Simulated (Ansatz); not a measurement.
Cartesian coordinates in Å:
```
F -1.183 -1.234 -0.798
C -0.765 -0.230 0.028
Ga 0.970 0.614 -0.248
Se 0.525 -0.845 1.462
H -1.628 0.260 0.471
H 2.081 1.434 -0.916
```

Charge 0, multiplicity 1.

Question: List the CAM-B3LYP/def2-TZVPP orbital energies in eV (the Gaussian-basis code of Ansatz). (Estimate.)

Answer: The calculation gave: Occupied: -12352.53, -10140.51, -1581.72, -1419.93, -1419.89, -1419.87, -1252.17, -1109.47, -1109.39, -1109.34, -673.56, -281.61, -214.30, -158.41, -158.28, -158.20, -152.47, -105.95, -105.75, -105.64, -59.20, -59.18, -59.11, -59.00, -59.00, -35.13, -25.86, -25.64, -25.58, -25.56, -25.50, -22.23, -18.79, -15.78, -15.19, -14.26, -13.48, -11.49, -9.43, -8.41, -8.10. Lowest empty: -0.91, 0.11, 0.85, 1.64, 3.12, 3.39, 3.77, 5.02.
